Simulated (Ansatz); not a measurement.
A structure relaxed at PBE0-D4/def2-TZVP, charge 0, multiplicity 1:

```xyz
11

C    -1.610   -0.447   -0.736
C    -0.465   -0.740   -0.127
C     0.527    0.196    0.378
C     1.590   -0.220    1.072
Te    0.273    2.283    0.135
H    -1.923    0.579   -0.899
H    -2.274   -1.231   -1.077
H    -0.202   -1.787    0.025
H     1.713   -1.276    1.299
H     2.354    0.456    1.431
H     0.017    2.187   -1.502
```

(1) Give its formula and SMILES.

(2) Summarise the bond lengths by kind.

## Answers

(1) C4H6Te, `C=CC(=C)[TeH]`.

(2) 3 × C–C 1.330 to 1.455 Å; 5 × C–H 1.083 to 1.090 Å; 1 × C–Te 2.116 Å; 1 × H–Te 1.660 Å.

Computed with Ansatz.
